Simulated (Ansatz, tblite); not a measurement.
Cost and result up the ladder for Se(SiH3)2 (Si₂H₆Se) (9 atoms). Total charge 0; singlet. Geometry: PBE0-D4/def2-SVP.

```xyz
9

Se   -1.013   -1.200   -0.181
Si    0.894   -0.613   -1.298
H     0.769    0.755   -1.884
H     1.064   -1.620   -2.383
H     2.078   -0.637   -0.387
Si   -0.948    0.551    1.289
H    -2.115    0.375    2.199
H    -1.051    1.856    0.571
H     0.322    0.533    2.074
```

Ansatz on 4 threads of Arm Neoverse V1 on a shared host; xTB runs through tblite on one thread. Times are rough, summed over both states, and most runs start from the orbitals of an earlier one. PBE0-D4/def2-TZVP serves as the yardstick here, not as an exact answer. The other state is a doublet.

The xTB rows come from tblite.

Raw xTB energies of ions are shifted by several eV.

```
                            level  functions  wall time  vertical IE (eV)  difference from PBE0-D4/def2-TZVP (eV)
                         GFN2-xTB         33    0.009 s             13.12                                    4.01
                         GFN1-xTB         39    0.012 s             14.37                                    5.26
                 PBE-D4/def2-TZVP        158      4.5 s              8.99                                   -0.13
                PBE0-D4/def2-TZVP        158      6.1 s              9.11                                    0.00
r2SCAN-D4/def2-TZVP (with forces)        158       11 s              9.09                                   -0.03
```
